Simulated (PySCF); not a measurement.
Match each property card to its molecule.

Structures:
1. `CC(C)(C)C(=O)Cl`
2. `N=C1CCCCC1`
3. `c1ccncc1C(C)=S`

Card P (geometry GFN2-xTB):
- Rotational constants A, B, C: 4.205, 2.548, 1.794 GHz
- Static isotropic polarisability (CAM-B3LYP/def2-SVPD): 75.2 au
- Lowest singlet excitation (TDDFT CAM-B3LYP/def2-SVPD): 5.33 eV (233 nm, f = 0.002)
- Dipole moment (CAM-B3LYP/def2-SVPD): 2.57 D
- Lowest triplet excitation (Tamm–Dancoff) (TDA CAM-B3LYP/def2-SVPD): 4.59 eV

Card Q (geometry GFN2-xTB):
- Rotational constants A, B, C: 3.074, 0.972, 0.749 GHz
- Static isotropic polarisability (PBE0/def2-SVPD): 112.7 au
- HOMO energy (PBE0/def2-SVPD): -6.54 eV
- Dipole moment (PBE0/def2-SVPD): 1.24 D
- Lowest singlet excitation (TDDFT PBE0/def2-SVPD): 2.15 eV (575 nm, f = 0.000)
- Lowest triplet excitation (Tamm–Dancoff) (TDA PBE0/def2-SVPD): 1.72 eV
- 13C chemical shifts (computed TMS as zero) by class (GIAO PBE0/pcSseg-1): 256.8 (1 C), 160.2 (1 C), 150.4 (1 C), 145.5 (1 C), 139.8 (1 C), 128.4 (1 C), 39.8 (1 C) ppm

Card R (geometry GFN2-xTB):
- Rotational constants A, B, C: 3.009, 1.754, 1.464 GHz
- Static isotropic polarisability (CAM-B3LYP/def2-SVPD): 76.4 au
- 13C chemical shifts (computed TMS as zero) by class (GIAO PBE0/pcSseg-1): 191.3 (1 C), 49.6 (1 C), 29.3 (3 C) ppm
- HOMO energy (CAM-B3LYP/def2-SVPD): -9.78 eV
- Dipole moment (CAM-B3LYP/def2-SVPD): 3.07 D
- Lowest singlet excitation (TDDFT CAM-B3LYP/def2-SVPD): 5.11 eV (243 nm, f = 0.000)
- Strongest line among the 8 lowest singlet transitions (TDDFT CAM-B3LYP/def2-SVPD): S5 at 7.95 eV (156 nm, f = 0.076)

Species are written as SMILES; each is one conformer at its optimised geometry, gas phase, non-relativistic unless stated. Electronic properties by PySCF. NMR classes are plain means over equivalent atoms (diastereotopic ones count apart unless rotation or inversion swaps them), as if these changed places fast.

Problem. Which card belongs to which structure?

Solution. P = 2, Q = 3, R = 1. What ties each card to its structure:
- 1 (card R), C5H9ClO, monoisotopic mass 120.0 u, 7 heavy atoms: 5 C in 3 classes; the least shielded carbon (191.3 ppm) is an acyl halide carbon; an asymmetric top with C = 1.464 GHz; polarisability 76.4 au for 64 electrons; dipole 3.07 D.
- 2 (card P), C6H11N, monoisotopic mass 97.1 u, 7 heavy atoms: an asymmetric top with C = 1.794 GHz, the highest such constant on the cards; polarisability 75.2 au for 54 electrons; dipole 2.57 D.
- 3 (card Q), C7H7NS, monoisotopic mass 137.0 u, 9 heavy atoms: 7 C in 7 classes; the least shielded carbon (256.8 ppm) is a thiocarbonyl carbon; an asymmetric top with C = 0.749 GHz, the lowest such constant on the cards; polarisability 112.7 au for 72 electrons; dipole 1.24 D.
